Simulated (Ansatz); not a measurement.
Cost and result for the atomization energy of `C=CC(Cl)Br` (9 atoms, 8 bonds).

```xyz
9

C     0.929    0.923   -0.637
C     0.479   -0.244   -0.202
C    -0.844   -0.393    0.441
Cl   -1.856   -1.546   -0.446
Br   -0.623   -0.972    2.293
H     1.901    1.010   -1.106
H     0.343    1.831   -0.537
H     1.062   -1.154   -0.301
H    -1.391    0.544    0.494
```

Total charge 0; spin multiplicity 1. Correlated methods include outer-core shells of Br, which these sets cover unevenly. Scalar relativity is left out up to krypton. Geometry: relaxed with PBE0-D4/def2-TZVP. It is one conformer, not always the lowest. Program: Ansatz. All runs use 4 threads of a server CPU on a shared host. Times are those of one run each, without the atoms' runs, and a repeat can differ threefold. Electronic energies, without spin–orbit coupling; frozen cores. CCSD(T)/CBS adds CCSD(T) − MP2 in def2-TZVPP to the MP2 limit, and its time is that of the two runs behind it. T1 = 0.009. With those shells the extrapolation isn't a true limit. B3LYP takes the VWN-RPA correlation (the form of Gaussian; ORCA's B3LYP/G). HSE06 is the plane-wave form, built on full-range PBE exchange.

CCSD(T)/CBS is a level of theory with its own doubt, some kJ/mol a heavy atom from the limit and from the frozen cores, so smaller differences don't rank the functionals.

| level | functions | wall time | atomization (kJ/mol) | difference from CCSD(T)/CBS | per bond |
| --- | --- | --- | --- | --- | --- |
| BLYP-D4/def2-TZVPP | 239 | 1.2 s | 3357.6 | -8.4 | -1.1 |
| revPBE-D4/def2-TZVPP | 239 | 1.2 s | 3388.3 | 22.3 | 2.8 |
| PBE0-D4/def2-TZVPP | 239 | 2.1 s | 3405.7 | 39.7 | 5.0 |
| BHLYP-D4/def2-TZVPP | 239 | 2.2 s | 3243.2 | -122.8 | -15.3 |
| HSE06-D4/def2-TZVPP | 239 | 2.4 s | 3408.8 | 42.8 | 5.4 |
| r2SCAN-D4/def2-TZVPP (with forces) | 239 | 2.5 s | 3383.4 | 17.4 | 2.2 |
| B3LYP-D4/def2-TZVPP (with forces) | 239 | 3.5 s | 3353.7 | -12.3 | -1.5 |
| PBE-QIDH/def2-TZVPP | 239 | 3.7 s | 3367.6 | 1.6 | 0.2 |
| CCSD(T)/def2-SVP | 112 | 4 s | 3192.5 | -173.5 | -21.7 |
| ωB97X-V/def2-TZVPP | 239 | 4.3 s | 3358.3 | -7.7 | -1.0 |
| MP2/def2-QZVPP | 450 | 17 s | 3411.8 | 45.8 | 5.7 |
| CCSD(T)/def2-TZVPP | 239 | 50 s | 3274.5 | -91.5 | -11.4 |
| CCSD(T)/CBS(def2) | – | 67 s | 3366.0 | 0.0 | 0.0 |

From BLYP to BHLYP (50 % exact exchange), in def2-TZVPP and without D4, the atomization energy moves by −92.2 kJ/mol: exact exchange takes away binding that semilocal exchange gives to molecules. In def2-TZVPP, CCSD(T) changes the Hartree–Fock value by +853.4 kJ/mol (the triples alone add +66.5 kJ/mol) and MP2 by +937.4 kJ/mol; breaking electron pairs costs correlation energy, which Hartree–Fock lacks. At CCSD(T), def2-SVP lies −173.5 kJ/mol from the extrapolated value and def2-TZVPP −91.5 kJ/mol: correlation converges slowly with the basis, and small sets miss more of it in the bonded molecule than in its fragments.
